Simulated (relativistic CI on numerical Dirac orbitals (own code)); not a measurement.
## Hf2+: 4d photoemission

Computed with this model: Dirac-Coulomb-Breit CI, KLI orbitals optimised for each configuration, QED by a radiative potential, valence Slater integrals scaled by 0.7, multiplet model of photoemission in the sudden approximation; configurations [Xe] 4f14 5d2 → [Kr] 4d9 4f14 5s2 5p6 5d2; 80 K; Lorentzian 4.9 eV and Gaussian 0.6 eV FWHM. Energies are those of the free ion, without screening or charge transfer. The energies are binding energies and can lie tens of eV above those of solids. S is read from ⟨S²⟩ = S(S + 1).

free ion: ground-state S = 0.97, centroid 241.95 eV. Peaks (eV, height): 237.4 (100), 248.2 (67).

Strongest unbroadened transitions for free ion:

```
Energy (eV)  Relative strength
     237.39               37.4
     237.42               67.5
     237.56              100.0
     237.64               73.4
     237.92                4.1
     237.96                5.8
     238.32                2.5
     238.75                4.2
     239.04                1.4
     240.59                1.4
     248.10               19.2
     248.20               78.1
     248.30               56.9
     248.78                3.2
     249.07               18.8
     249.83                6.2
     250.11               11.0
     250.32                3.0
```
